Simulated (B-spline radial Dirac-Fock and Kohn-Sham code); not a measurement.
# Magnetic form factor of the 4f shell of Tb

System: atomic terbium in the configuration 1s2 2s2 2p6 3s2 3p6 3d10 4s2 4p6 4d10 4f8 5s2 5p6 6s2 6p1 (an excited configuration).

Level of theory: Dirac-Fock densities; an atomic code on a B-spline grid. ⟨j_K⟩ is the integral of the 4f radial density with the spherical Bessel function j_K(4πsr), s = sin θ/λ.

| s (Å⁻¹) | ⟨j0⟩ | ⟨j2⟩ | ⟨j4⟩ | ⟨j6⟩ |
| --- | --- | --- | --- | --- |
| 0 | 1.0000 | 0.0000 | 0.0000 | 0.0000 |
| 0.06 | 0.9783 | 0.0086 | 0.0000 | 0.0000 |
| 0.08 | 0.9619 | 0.0151 | 0.0001 | 0.0000 |
| 0.1 | 0.9413 | 0.0230 | 0.0003 | 0.0000 |
| 0.12 | 0.9171 | 0.0322 | 0.0007 | 0.0000 |
| 0.15 | 0.8749 | 0.0479 | 0.0015 | 0.0000 |
| 0.18 | 0.8270 | 0.0651 | 0.0029 | 0.0001 |
| 0.22 | 0.7571 | 0.0889 | 0.0057 | 0.0003 |
| 0.28 | 0.6464 | 0.1232 | 0.0121 | 0.0011 |
| 0.34 | 0.5371 | 0.1522 | 0.0209 | 0.0025 |
| 0.42 | 0.4042 | 0.1796 | 0.0349 | 0.0058 |
| 0.52 | 0.2677 | 0.1951 | 0.0532 | 0.0120 |
| 0.65 | 0.1413 | 0.1910 | 0.0735 | 0.0221 |
| 0.8 | 0.0535 | 0.1665 | 0.0883 | 0.0342 |
| 0.98 | 0.0021 | 0.1278 | 0.0938 | 0.0462 |
| 1.21 | -0.0189 | 0.0824 | 0.0870 | 0.0548 |
| 1.5 | -0.0185 | 0.0424 | 0.0689 | 0.0561 |

Radial moments of the shell: ⟨r²⟩ = 0.8324, ⟨r⁴⟩ = 1.736, ⟨r⁶⟩ = 7.829 in powers of bohr.

Values without a named source are computed, but for edge energies of neutral atoms, which are taken from tables.
